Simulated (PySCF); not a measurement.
Question: What does the PBE0-D3(BJ)/def2-SVP structure of `[SiH2]1[SiH2][SiH2][SiH2]1` look like in three dimensions?

Answer: 
```xyz
12
Si4H8 angstrom
Si     0.273   -1.584    0.104
Si    -1.656   -0.219    0.327
Si    -0.327    1.717   -0.018
Si     1.602    0.351   -0.243
H      0.624   -2.357    1.336
H      0.233   -2.523   -1.062
H     -2.303   -0.288    1.675
H     -2.698   -0.446   -0.723
H     -0.679    2.500   -1.243
H     -0.284    2.646    1.155
H      2.255    0.421   -1.588
H      2.640    0.578    0.811
```

Orientation and origin are arbitrary. Atoms count from 1 in this order. All 4 Si–Si bonds measure 2.373 to 2.374 Å. All internal angles of the 4-membered ring Si1–Si2–Si3–Si4 are 90.0° (sum 360°, against 360° for a flat polygon); it is planar, 0.00 Å rms from its mean plane, widest ring torsion 0°. The 4 heavy atoms lie in one plane (0.001 Å rms). Si1 (SiH2 silicon) has angles from 90.0° to 114.4°.

Bonds between heavy atoms (Å): Si1–Si2 2.374, Si2–Si3 2.373, Si3–Si4 2.374, Si1–Si4 2.374.

The calculation used PBE0-D3(BJ)/def2-SVP geometry optimisation, gas phase in PySCF.

Point group: D4h (tolerance 0.08 Å). Not checked by PBE0-D3(BJ)/def2-SVP frequencies.
